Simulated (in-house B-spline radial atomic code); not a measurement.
## Ionising Os with different functionals

Computed with an all-electron radial atomic-structure program (B-spline basis): four-component Dirac-Coulomb Hamiltonian, Fermi nucleus of rms radius 5.4126 fm, spin-restricted, spherical fractional occupations for the functionals, and exact exchange of hybrids averaged over the configuration. The ionisation energy is the difference of two self-consistent energies, [Xe] 4f14 5d6 6s2 → [Xe] 4f14 5d6 6s1, without Breit or QED terms; ε is the level of the shell that loses the electron (mean over j).

```tsv
method	rung	ΔSCF (eV)	-ε(6s) (eV)
B3LYP	global hybrid	9.41	6.72
B97-1	global hybrid	9.20	6.59
HSE06	range-separated hybrid	9.28	6.44
LC-wPBE	range-separated hybrid	8.94	8.88
```

Question: Among the functionals, which spreads more, the ΔSCF values or the orbital energies?

Answer: The orbital energies: ΔSCF values span about 0.46 eV and the orbital energies 2.43 eV; here energy differences depend much less on the functional than eigenvalues do.

Question: How do they compare with the NIST value?

Answer: NIST lists 8.438 eV (measured, ground level to ground level). Errors run from +0.50 to +0.97 eV. The correlated functionals all miss on the same side by more than they spread, so the cause is common to them (Breit-QED terms, spin polarisation, the choice among j levels, multiplet and fine-structure energies, or a listed next ion that isn't the cheapest removal here) and closeness doesn't rank the functionals.
